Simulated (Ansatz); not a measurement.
Molecule: sum formula Si2H5F, charge 0, multiplicity 1. 
Structure (B3LYP-D3(BJ)/def2-TZVP (Ansatz, an electronic-structure program) minimum search):
```
Si
F 1 1.6136
H 1 1.4817 2 107.62
H 1 1.4817 3 108.93 2 -116.40
Si 1 2.3467 3 111.48 4 -123.43
H 5 1.4821 1 110.61 3 -179.60
H 5 1.4821 6 109.25 1 -121.98
H 5 1.4841 6 108.99 7 -119.00
```

Dipole moments at this geometry, in debye (magnitudes).

```
level                    program  dipole (D)
-----------------------  -------  ----------
revPBE/def2-TZVPD         Ansatz        1.20
B3LYP/def2-TZVPD          Ansatz        1.32
r2SCANh/def2-TZVPD        Ansatz        1.29
r2SCAN0/def2-TZVPD        Ansatz        1.34
HSE06/def2-TZVPD          Ansatz        1.32
CAM-B3LYP/def2-TZVPD      Ansatz        1.37
wB97M-V/def2-TZVPD        Ansatz           ?
wB97X-V/def2-TZVPD        Ansatz        1.33
CCSD(T)/aug-cc-pV(D+d)Z   Ansatz           ?
```

Question: Fill in the missing entries.

Answer: 
- wB97M-V/def2-TZVPD, dipole (D): 1.30
- CCSD(T)/aug-cc-pV(D+d)Z, dipole (D): 1.31
